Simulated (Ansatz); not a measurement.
Reaction (redistribution): `BCB(C)F` + `[CH3][Nb](=[O])([OH])[OH]` → `BCB(C)O` + `[CH3][Nb](=[O])([OH])[F]`

Computed with Ansatz on PBE0-D4/def2-TZVP structures; ΔE is electronic, products minus reactants. CCSD(T)/CBS is the MP2 limit (def2-TZVPP, def2-QZVPP) plus CCSD(T) − MP2 in def2-TZVPP, frozen cores. DFT in def2-TZVPP. def2 core potentials past Kr. For Nb outer-core shells are correlated without core-valence functions, which leaves a few kJ/mol of doubt a bond. One conformer a species, not always the lowest.

```
          level  ΔE (kJ/mol)
         PBE-D4        -29.2
      r2SCAN-D4        -27.2
        ωB97M-V        -25.4
           PBE0        -26.3
 MP2/def2-TZVPP        -22.4
CCSD/def2-TZVPP        -21.6
  HF/def2-QZVPP        -17.8
  MP2/CBS(def2)        -22.5
```

Task: What does CCSD(T)/CBS give? (Estimate.)

Result: Ansatz gave: -22.5 kJ/mol. The listed levels differ from it by -6.7, -4.7, -2.9, -3.8, 0.1, 0.9, 4.7, 0.0 kJ/mol.

Largest T1 diagnostic among the species: 0.022, so the coupled-cluster value is less sure than usual.

In def2-TZVPP, CCSD(T) changes the Hartree–Fock value by −5.4 kJ/mol (the triples alone add −0.9 kJ/mol) and MP2 by −5.4 kJ/mol.
